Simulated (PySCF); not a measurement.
Molecule: C8H14SSi, SMILES c1csc(c1)[SiH2]C(C)(C)C. Atoms near the plane z = 1.2 Å, at the GFN2-xTB optimised geometry (x, y, z in Å): Si5 (-0.9, -1.7, 0.0), C6 (0.3, -0.2, 0.0), C7 (1.7, -0.2, 0.0), C8 (2.2, 1.1, 0.0), C9 (1.3, 2.1, 0.0), S10 (-0.3, 1.4, 0.0), H20 (-2.0, -1.5, 0.9), H21 (-0.1, -2.9, 0.3), H22 (2.2, -1.1, 0.0), H23 (3.3, 1.3, 0.0), H24 (1.4, 3.1, 0.0).

Level of theory: PBE/def2-SVP run with PySCF. The values are rescaled to run from 0 to 1.

```
|                         |
|                         |
|                         |
|                         |
|              .:.        |
|              .:.        |
|         -=-..:-:.       |
|        -*#*=:=+=:       |
|        +#%%#-=*+-:..    |
|        =#%%#-.:++-::.   |
|        .=##+.  =+-:..   |
|          :-:. .--:      |
|      .    :=+-=+-.      |
|     :%@%: :+*=++-.      |
|     %@@@@::--::-:.      |
|    .@@@@@+...  .::      |
|     %@@@@=:.    ..      |
|     -@@@*-+#+           |
|      :=-.-@@@+          |
|          =@@@%          |
|          -@@@+          |
|          .=*-           |
|                         |
|                         |
|                         |
```
Scale: ten equal steps from 0.000 (start of ' ') to 1.00 (end of '@'), in the order ' .:-=+*#%@'; x runs from -5.50 to 5.50, y from -5.50 (bottom) to 5.50 (top).

Question: Which quantity is mapped?
(A) log10 of the electron density
(B) electron localisation function
(C) deformation density (molecule minus spherical neutral atoms)
(D) electrostatic potential

Answer: B, electron localisation function
